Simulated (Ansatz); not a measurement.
Born–Oppenheimer molecular dynamics of F$_{5}$H$_{4}$NW (11 atoms, charge 0, multiplicity 1). It starts at the highest image of a converged band. Of that band: The profile has 2 maxima (images 3, 5) with wells between them (image 4): this band takes more than one step, which may be the mechanism or a detour left from its start path. Neighbouring images differ by up to 1.6 eV, so the band resolves the path poorly. A vibrational analysis at the climbing image gives one clearly imaginary mode, 160i cm⁻¹: a first-order saddle point.

These are results of Ansatz 0.2.0, RKS PBE0-D4/def2-SVP, not measurements.

| Quantity | Value |
| --- | --- |
| ensemble | NVE (velocity Verlet) |
| time step | 0.5 fs |
| steps asked | 200 |
| starting velocities drawn for | 300 K |
| seed | 6010 |

First frame:

```xyz
11
Properties=species:S:1:pos:R:3
W 0.298 0.203 -0.176
F 0.504 -0.292 2.149
F 1.972 -0.575 0.106
F -0.379 1.737 -0.993
H -0.981 0.699 0.804
F -0.614 -1.379 0.105
F 0.354 -0.295 -1.968
N 1.242 1.633 0.926
H 2.261 1.598 0.934
H 0.906 2.591 0.871
H 0.859 0.635 2.074
```

Q: How far do the bonds stretch over the last three quarters of this one trajectory? (Pairs bonded in most of those frames.)

A: 
```tsv
bond	mean (Å)	spread (Å)	shortest	longest
W1–F2	2.516	0.088	2.39	2.69
W1–F3	1.865	0.027	1.83	1.91
W1–F4	1.880	0.027	1.83	1.92
W1–H5	1.693	0.008	1.68	1.71
W1–F6	1.871	0.022	1.84	1.91
W1–F7	1.860	0.041	1.81	1.93
W1–N8	1.963	0.031	1.92	2.01
F2–H11	0.938	0.013	0.92	0.97
N8–H9	1.018	0.004	1.01	1.03
N8–H10	1.017	0.005	1.01	1.02
```

Mean temperature of the second half: 216 K. The conserved energy stayed within 0.027 meV per atom of its start (net change 0.00045 meV per atom), so the integration is sound. A run of 0.1 ps of so small a system gives no equilibrium averages. The orbitals stay closed-shell, which can raise the energy where a bond breaks towards radicals; this wasn't checked here.

Run time: 11 min on 4 threads of Arm Neoverse V2 (shared host), peak memory 0.42 GiB.
